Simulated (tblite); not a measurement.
SbF6 (charge -1).
Numbering: `[F:1][Sb-:2]([F:3])([F:4])([F:5])([F:6])[F:7]`

Computed values, GFN2-xTB/tblite, gas phase, harmonic and unscaled. This tight-binding method is rough: wavenumbers can miss measured ones by several per cent, in bad cases by 10 to 20.

Harmonic wavenumbers (cm⁻¹): 102.3, 102.7, 103.6, 171.1, 171.3, 171.4, 194.1, 194.6, 194.9, 348.6, 402.7, 403.1, 407.2, 407.3, 407.9.

A = 1809, B = 1808, C = 1805 MHz; mass 234.894 u (most abundant isotopes); point group Oh, symmetry number 24.

Question: Zero-point energy?

Answer: ½Σν̃ = 1891 cm⁻¹ = 22.63 kJ/mol.

Question: Give the ideal-gas entropy at 400 K and 1 bar in the rigid-rotor, harmonic-oscillator model (classical rotation).

Answer: Translation 183.05, rotation 96.02, vibration 157.98: S = 437.1 J/(mol K).

Question: And Cp and H(400 K) − H(0)?

Answer: Cp = 148.26 J/(mol K), of which vibrations give 115.01 (their classical limit is 15 R = 124.7); H(400 K) − H(0) = 44.67 kJ/mol without the zero-point energy, 31.37 from vibrations.

Question: Which modes carry the vibrational entropy at 400 K?

Answer: 102.3 cm⁻¹: 16.67; 102.7 cm⁻¹: 16.64; 103.6 cm⁻¹: 16.57; 171.1 cm⁻¹: 12.48; 171.3 cm⁻¹: 12.47; 171.4 cm⁻¹: 12.47 J/(mol K); the other 9 give 70.68 together.

Question: What must be added to the electronic energy to get the Gibbs energy at 400 K and 1 bar?

Answer: ZPE + [H(400 K) − H(0)] − T·S = 22.63 + 44.67 − 174.82 = -107.52 kJ/mol.

Hindered rotation and anharmonicity are outside this model.
